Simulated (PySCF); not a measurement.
A PySCF script (with the pyscf-properties extension) for the NMR shieldings of SMILES [N@@H+]1(C)[B@H-](C)CC1, C4H12BN, on a GFN2-xTB geometry:

```python
import basis_set_exchange as bse
import numpy as np
from pyscf import gto, dft
from pyscf.prop import nmr

atoms = """
C    -1.601468   -0.886601   -0.483867
B    -0.893782    0.073338    0.599968
C    -0.632477    1.613842    0.105583
C     0.774368    1.184621   -0.295647
N     0.783231   -0.061334    0.494588
C     1.480277   -1.206278   -0.064745
H    -2.676474   -0.720245   -0.475296
H    -1.451056   -1.944091   -0.269926
H    -1.268932   -0.707153   -1.505388
H    -1.221228   -0.115757    1.727189
H    -1.215414    2.009605   -0.721367
H    -0.615015    2.367576    0.890981
H     0.830467    0.928084   -1.353545
H     1.604805    1.856169   -0.053003
H     1.143757    0.133231    1.422937
H     1.038817   -1.453167   -1.027959
H     2.545653   -1.000943   -0.204511
H     1.365713   -2.064578    0.595688
"""
names = dict.fromkeys(["C", "B", "N", "H"], "pcSseg-1")
basis = {el: gto.basis.parse(bse.get_basis(n, elements=[el], fmt="nwchem")) for el, n in names.items()}
mol = gto.M(atom=atoms, basis=basis, charge=0, verbose=0)
mf = dft.RKS(mol, xc="PBE0")
mf.grids.level = 2
mf.grids.alignment = dft.numint.BLKSIZE   # the property module wants whole blocks of grid points
mf.conv_tol = 1e-9
mf.kernel()

calc = nmr.RKS(mf)   # GIAO
C = mf.mo_coeff
Co = C[:, mf.mo_occ > 0]
resp = mf.gen_response(singlet=True, hermi=2)
def vind(x):   # induced exchange potential for any number of trial vectors
    d = np.einsum("pi,xij,qj->xpq", C, 2 * x.reshape(-1, C.shape[1], Co.shape[1]), Co, optimize=True)
    return np.einsum("xpq,pi,qj->xij", resp(d - d.transpose(0, 2, 1)), C, Co, optimize=True).ravel()
mo1, _ = nmr.rhf.solve_mo1(calc, with_cphf=vind)
sigma = calc.kernel(mo1)
for i, s in enumerate(sigma):   # ppm
    w = np.linalg.eigvalsh((s + s.T) / 2)
    print("%2d %-2s iso %8.1f  s11 %8.1f  s22 %8.1f  s33 %8.1f" % (i, mol.atom_pure_symbol(i), w.mean(), *w))
```

**Question.** What are the results?

**Answer.** 
```
 0 C  iso    184.7  s11    181.3  s22    182.9  s33    190.0
 1 B  iso    105.9  s11     88.7  s22     97.5  s33    131.6
 2 C  iso    176.5  s11    167.3  s22    178.1  s33    184.0
 3 C  iso    132.6  s11     96.8  s22    123.8  s33    177.1
 4 N  iso    215.3  s11    197.3  s22    216.7  s33    231.8
 5 C  iso    151.2  s11    130.1  s22    138.1  s33    185.4
 6 H  iso     31.5  s11     27.7  s22     28.2  s33     38.7
 7 H  iso     31.7  s11     27.6  s22     29.5  s33     38.1
 8 H  iso     31.9  s11     28.4  s22     30.9  s33     36.3
 9 H  iso     28.4  s11     26.3  s22     27.7  s33     31.1
10 H  iso     31.3  s11     26.8  s22     29.6  s33     37.4
11 H  iso     30.6  s11     26.7  s22     28.6  s33     36.4
12 H  iso     28.4  s11     25.1  s22     27.9  s33     32.3
13 H  iso     28.0  s11     23.3  s22     26.7  s33     33.9
14 H  iso     29.2  s11     22.4  s22     27.3  s33     37.7
15 H  iso     29.3  s11     24.7  s22     29.8  s33     33.3
16 H  iso     29.6  s11     25.1  s22     27.2  s33     36.4
17 H  iso     29.4  s11     25.4  s22     26.2  s33     36.6
```

These numbers come from an equivalent density-fitted implementation of the same equations, which agrees with the script to about 0.01 ppm for H and up to a few tenths of a ppm for heavy atoms, so last digits may differ.

Size and cost of the density-fitted run: 162 basis functions, 47 s wall time on 1 thread of an Intel Xeon, shared host; peak memory 0.75 GiB.
